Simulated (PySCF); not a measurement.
Exact simulation of a proton spin system

Molecule: `C=Cn1nccn1`, C₄H₅N₃.

Cartesian coordinates in Å; atom numbers follow the order of the lines, from 1:
```xyz
12

C    -2.3318   -0.1839    0.1921
C    -1.3194    0.6306   -0.0589
N     0.0072    0.2494    0.0665
N     0.9931    1.0862   -0.1910
C     2.0924    0.3906    0.0320
C     1.7130   -0.8981    0.4339
N     0.3945   -0.9520    0.4447
H    -2.1569   -1.1963    0.5111
H    -3.3489    0.1440    0.0849
H    -1.4216    1.6558   -0.3812
H     3.0657    0.8148   -0.0964
H     2.3140   -1.7417    0.7009
```

Non-relativistic Hamiltonian, in vacuum, one computed conformer, rapidly exchanging positions averaged. Structure optimised with GFN2-xTB; NMR shieldings at PBE0/pcSseg-1/GIAO; J couplings at B3LYP/pcJ-1 (spin–dipole term only in couplings to heteroatoms); PySCF 2.14.

Chemical shifts δ = σref − σ; 1H (σ = 31.72 ppm) vs TMS, all at this level.

The 3-spin Hamiltonian (Zeeman plus full scalar coupling among like nuclei) was diagonalised exactly; lines are Lorentzian, 0.4 Hz wide, and the maxima above 3 % are listed with the tallest set to 100.

Peak list at 500 MHz for the spins H8/H9/H10:
δ in ppm (height): 7.527 (90), 7.507 (92), 7.494 (97), 7.473 (99), 6.588 (100), 6.585 (100), 6.555 (92), 6.551 (93), 5.352 (97), 5.348 (96), 5.332 (95), 5.328 (94)

Q: Extract the chemical shifts and coupling constants behind this pattern (give the signs of the calculation).

A: 
Shifts (ppm): H8 6.57, H9 5.34, H10 7.50.
Couplings (Hz): H8–H9: -1.9; H8–H10: 16.8; H9–H10: 10.3.
These are the parameters used. A line list fixes at most the relative signs, and those only where coupling is strong; other parameter sets or atom labellings may fit too, and couplings well below the line width leave little trace.

Unscaled 3J(H,H) at this level run about 10 % above measured values.
